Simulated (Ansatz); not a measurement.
Question: Predict a relaxed structure of Si2W2⁻ (the lowest doublet isomer of a short search), charge -1, doublet, at PBE0-D4/def2-SVPD (Ansatz).

Answer: 
| atom | x (Å) | y (Å) | z (Å) |
| --- | --- | --- | --- |
| W1 | 0.588 | -1.643 | -0.094 |
| W2 | 1.067 | 0.400 | -0.759 |
| Si3 | -0.442 | 0.055 | 1.367 |
| Si4 | -1.213 | 1.188 | -0.514 |
 This is one stationary point.

In the def2 sets W takes a core potential; there is no spin–orbit coupling. The charge -1 doublet is spin-contaminated (final ⟨S²⟩ up to 1.87, 0.75 for a pure state). The relaxation made no stability test and no search for a lower SCF solution. At PBE0-D4/def2-SVPD a quartet of charge -1 lies 0.42 eV below the doublet, each at its own geometry. The structure comes from a short search, and lower isomers may exist.
